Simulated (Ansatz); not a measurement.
## Match the barriers

Saddle point of Si$_{2}$N$_{2}$H$_{12}$, singlet (Si₂H₆ ([SiH3][SiH3]) + NH₃ + NH₃ → Si₂NH₇ ([NH2][SiH2][SiH3]) + NH₃ + H₂; bonds formed: Si1–N7, H2–H8, H6–N9; bonds broken: Si1–H2, H6–N7, H8–N9), PBE0-D4/def2-TZVP structure:

Si1  (-1.243, -0.473, -0.911)
H2  (1.310, -0.772, -0.582)
H3  (-2.605, -0.098, -1.417)
H4  (-1.229, -1.955, -0.764)
Si5  (0.748, 0.468, -1.713)
H6  (-0.208, 0.008, 1.420)
N7  (-1.357, 0.068, 0.862)
H8  (1.394, -0.420, 0.783)
N9  (1.059, -0.089, 1.747)
H10  (1.545, -0.283, -2.734)
H11  (1.336, 1.468, -0.741)
H12  (0.149, 1.524, -2.669)
H13  (-2.038, -0.477, 1.381)
H14  (-1.665, 1.035, 0.907)
H15  (1.290, -0.788, 2.443)
H16  (1.513, 0.783, 1.988)
(Å)

Program: Ansatz 0.2.0. Basis: def2-TZVPP, with def2-QZVPP for the basis limit. Cores are frozen in the correlated methods. B3LYP uses VWN-RPA correlation. Extrapolation: Hartree–Fock as exp(−7.88 √X), correlation as X^−2.97. Four methods, as single points on the PBE0-D4 structures, gave these electronic barriers from the start structure: 25.79, 44.98, 49.62, 64.51 kcal/mol.

Question: The methods were, in alphabetical order, B3LYP-D4, BHLYP-D4, HF, SPW92. Which gave which? (Judge from chemistry; the calculation decides.)

Answer: Computed: SPW92 25.79; B3LYP-D4 44.98; BHLYP-D4 49.62; HF 64.51 kcal/mol. For comparison, CCSD(T) at an estimated basis limit (MP2 extrapolated from triple and quadruple zeta, plus CCSD(T) − MP2 in triple zeta) gives 47.90 kcal/mol.

No T1 diagnostic of these runs exceeds 0.012.

Labels in which every atom is bracketed show which atoms are joined, not bond orders.

For scale, one of the runs: CCSD(T)/def2-TZVPP, 314 basis functions, launched by `ansatz run in.yaml --threads 8 --pin off --events-out ev --progress --plain --max-ram 19148MiB`. Time: 2 min of wall clock on 8 CPU threads of an AMD EPYC 7R43; the host was shared. Peak host memory: 12 GiB.
